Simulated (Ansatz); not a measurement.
`C[SiH2]C#N` + HCl → `C[SiH2]Cl` + `C#N` at 700 K and 1 bar (ligand exchange at the Si–C bond).

Program: Ansatz. Geometries: PBE0-D4/def2-TZVP. ΔE: electronic, gas phase. CCSD(T)/CBS adds triple-zeta CCSD(T) − MP2 to the extrapolated MP2 energy (def2 sets, frozen cores). This one scheme is used for every species.

```csv
species,CCSD(T)/CBS energy (Eh),H − E (kJ/mol),S (J/(mol·K))
`C[SiH2]C#N`,-422.89500,228.6,410.4
HCl,-460.38127,38.4,211.8
`C[SiH2]Cl`,-789.97638,201.9,383.2
`C#N`,-93.32098,68.7,235.2
```

H − E and S are ideal-gas, rigid-rotor, harmonic terms from PBE0-D4/def2-TZVP. 1 Eh = 2625.50 kJ/mol, R = 8.31446 J/(mol·K).

Task: By hand: ΔE, ΔH, ΔS and ΔG.

Result: ΔE = (-789.97638) + (-93.32098) − (-422.89500) − (-460.38127) = -0.02109 Eh = -55.4 kJ/mol. Δ(H − E) = 201.9 + 68.7 − 228.6 − 38.4 = 3.6, so ΔH = -51.8 kJ/mol. ΔS = 383.2 + 235.2 − 410.4 − 211.8 = -3.8 J/(mol·K). ΔG = -51.8 − 700 × (-3.8)/1000 = -49.1 kJ/mol.

Task: By hand: the equilibrium constant, and the temperature at which ΔG would vanish if ΔH and ΔS stayed fixed.

Result: log₁₀ K = −ΔG/(RT ln 10) = 3.7. ΔG = 0 at ΔH/ΔS = 13632 K, far beyond where these terms or the molecules hold.

The number of gas molecules stays the same, so ΔS is small and ΔH decides. A doubt of 5 kJ/mol in ΔE shifts log₁₀ K by 0.4 here. These are equilibria of isolated gas molecules and say nothing of rates. Largest T1 diagnostic: 0.014 (customary marks: 0.02 for closed shells, 0.045 for open ones).
